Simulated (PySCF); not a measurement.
All numbers come from UPBE0 in PySCF with Re def2-SVP with ECP60, Cl def2-SVP; scalar-relativistic core potentials, no spin–orbit coupling; density-fitted integrals.

```xyz
4
charge 1 multiplicity 4, angstrom
Re    0.0000    0.0000    0.0000
Cl    2.1802    0.0000    0.0000
Cl   -1.0901    1.8881    0.0000
Cl   -1.0901   -1.8881    0.0000
```

ReCl₃⁺ (quartet), along the line from Re1 (at 0) through Cl2 (at 2.180 Å). Core electrons replaced by a potential are absent, the electrostatic potential uses the reduced nuclear charge, and values within about 0.7 Å of such atoms have no physical meaning.

Tabulate the fields along this line at 0.76, 0.87, 0.98, 1.09, 1.20, 1.31, 1.42, 1.53, 1.64, 1.74, 1.85, 1.96, 2.07, 2.29, 2.40, 2.51, 2.62, 2.73, 2.83, 2.94, 3.05, 3.16, 3.27, 3.38, 3.49 Å.


```
distance (Å)  electron density (e/Å³)  spin density (e/Å³)  electron localisation function  electrostatic potential (V)
        0.76                     2.06                0.183                           0.479                         53.9
        0.87                      1.3                 0.11                           0.326                           39
        0.98                    0.968               0.0621                           0.301                         30.1
        1.09                    0.888                0.031                            0.42                         25.5
        1.20                    0.967              0.00884                           0.633                         24.2
        1.31                     1.17             -0.00972                           0.779                         26.6
        1.42                     1.46              -0.0272                           0.807                         33.6
        1.53                     1.76              -0.0422                           0.686                         47.3
        1.64                     2.03              -0.0483                            0.28                         71.8
        1.74                     2.92              -0.0366                          0.0831                          115
        1.85                     10.1             -0.00723                           0.445                          196
        1.96                     52.7              -0.0219                           0.861                          396
        2.07                      192               -0.263                           0.421                         1230
        2.29                      194               -0.191                           0.429                         1230
        2.40                       53              -0.0126                           0.861                          395
        2.51                     10.1             -0.00416                           0.429                          194
        2.62                     2.89              -0.0222                          0.0895                          113
        2.73                     1.91              -0.0309                           0.314                         70.1
        2.83                      1.5              -0.0296                            0.74                         44.9
        2.94                     1.09              -0.0233                           0.863                         29.8
        3.05                    0.725              -0.0165                           0.871                         20.6
        3.16                    0.463              -0.0111                           0.842                         14.9
        3.27                    0.291             -0.00732                            0.78                         11.3
        3.38                    0.184             -0.00488                           0.684                         9.01
        3.49                    0.118             -0.00331                           0.571                         7.46
```

On a grid of 0.11 Å the density has a local minimum along the bond near 1.09 Å from Re, at 0.89 e/Å³, where the ELF is 0.42.

With open d or f shells other occupations or spin states may lie lower. Spin–orbit coupling, left out here, can matter for elements this heavy.
